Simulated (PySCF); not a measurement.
This script is equivalent to a calculation on Al³⁺ (aluminium, charge +3).

```python
from pyscf import gto, scf, dft, mp, cc
import basis_set_exchange as bse
mol = gto.M(atom="Al 0 0 0", charge=3, spin=0, symmetry="D2h",
            basis=gto.basis.parse(bse.get_basis("aug-cc-pwCVDZ", elements=["Al"], fmt="nwchem")))
mf = dft.UKS(mol, xc="PBE0")
mf.irrep_nelec = {'Ag': (2, 2), 'B1u': (1, 1), 'B2u': (1, 1), 'B3u': (1, 1)}
mf.kernel()
```

(1) What total energy does it give?

(2) Which occupied shell lies highest, and where?

Answers

(1) -240.285 hartree (calculated).

(2) 2p, at -108.78 eV.
